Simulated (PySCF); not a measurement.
Molfile (atoms numbered from 1):
```
C5H4F3N3
     RDKit          3D

 15 15  0  0  0  0  0  0  0  0999 V2000
    2.9011    0.1014    0.3713 C   0  0  0  0  0  0  0  0  0  0  0  0
    2.1594   -0.3958   -0.6043 C   0  0  0  0  0  0  0  0  0  0  0  0
    0.7713   -0.3243   -0.6002 N   0  0  0  0  0  0  0  0  0  0  0  0
    0.0536   -0.8256   -1.5815 N   0  0  0  0  0  0  0  0  0  0  0  0
   -1.2004   -0.5839   -1.2539 C   0  0  0  0  0  0  0  0  0  0  0  0
   -1.1882    0.0901   -0.0211 C   0  0  0  0  0  0  0  0  0  0  0  0
   -2.3314    0.5905    0.7879 C   0  0  0  0  0  0  0  0  0  0  0  0
   -3.5028    0.3209    0.1902 F   0  0  0  0  0  0  0  0  0  0  0  0
   -2.3858    0.0351    2.0078 F   0  0  0  0  0  0  0  0  0  0  0  0
   -2.2926    1.9184    0.9744 F   0  0  0  0  0  0  0  0  0  0  0  0
    0.0755    0.2347    0.3582 N   0  0  0  0  0  0  0  0  0  0  0  0
    3.9724    0.0322    0.3430 H   0  0  0  0  0  0  0  0  0  0  0  0
    2.4471    0.5871    1.2174 H   0  0  0  0  0  0  0  0  0  0  0  0
    2.5419   -0.8949   -1.4813 H   0  0  0  0  0  0  0  0  0  0  0  0
   -2.0256   -0.8778   -1.8665 H   0  0  0  0  0  0  0  0  0  0  0  0
  1  2  2  0
  2  3  1  0
  3  4  1  0
  4  5  2  0
  5  6  1  0
  6  7  1  0
  7  8  1  0
  7  9  1  0
  7 10  1  0
  6 11  2  0
 11  3  1  0
  1 12  1  0
  1 13  1  0
  2 14  1  0
  5 15  1  0
M  END
```

- coordinates at the GFN2-xTB level
- PBE0/pcSseg-1 with gauge-including orbitals
- run in PySCF 2.14.0 with density-fitted response routines
- rapidly exchanging positions averaged, no solvent, one computed conformer, relativity neglected

Scale: 13C (σ = 186.93 ppm) and 1H (σ = 31.72 ppm) vs TMS; NH3 for 15N (σ = 267.73 ppm); 19F (σ = 170.95 ppm) vs CFCl3 (reference shieldings calculated alike).

```csv
atoms,nucleus,count,Hirshfeld charge,δ (ppm)
C1,13C,1,-0.09,114.4
N3,15N,1,0.11,291.8
C5,13C,1,-0.02,?
N4,15N,1,-0.12,?
C2,13C,1,0.00,?
H13,1H,1,0.05,6.78
H14,1H,1,0.07,7.53
C7,13C,1,0.26,130.7
H15,1H,1,0.07,7.99
N11,15N,1,-0.10,353.9
F8/F9/F10,19F,3,-0.09,-75.7
C6,13C,1,-0.02,146.6
H12,1H,1,0.06,?
```

Q: Complete the table.

A: 
- C2: 139.3 ppm, alkene CH; an sp2 carbon of a C=C bond
- C5: 138.9 ppm, aromatic CH next to a ring nitrogen
- H12: 5.59 ppm, hydrogen on a terminal =CH2 carbon; attached to an sp2 carbon and in the plane of the double bond
- N4: 365.7 ppm, pyridine-type nitrogen of an azole

Shifts are as computed. Against solution values, carbons near 30 ppm lie about +3 ppm off and those near 130 ppm about +5 ppm. Of 1211 compounds with measured shifts, 218 miss one by over three times the rms of a fit or turn the order of signals round; such compounds aren't used in these exercises. Unscaled 19F shifts against computed CFCl3 carry errors that often reach 10 to 50 ppm. Experimental scales use liquid or dissolved standards, which lie at an offset from isolated NH3 (liquid NH3: subtract about 20 ppm). Unscaled 15N shifts of sp2 nitrogen come out 20 to 40 ppm too high even then.
